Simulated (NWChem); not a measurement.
MgH₂SO; SMILES [OH][Mg][SH]

```xyz
5

Mg     0.0232    -0.5914     0.0008
O      0.0108    -2.3870    -0.0634
H      0.0094    -3.0465     0.6369
S      0.0575     1.7144    -0.0083
H     -1.2937     1.8100    -0.0068
```
Atoms are numbered in this order, from 1.

Results from NWChem. Geometry: optimised at B3LYP/6-31G* (spherical d). Vertical excitations in the gas phase; the lowest state need not have the same character in each row.

For level PBE/aug-cc-pVDZ, TDA:

```yaml
lowest excitation, singlet (eV): 3.93
orbital gap (eV): 3.85
```

What are these values for level B3LYP/aug-cc-pVDZ, TDA?

The lowest excitation, singlet (eV) comes out as 4.22 and the orbital gap (eV) comes out as 5.18.
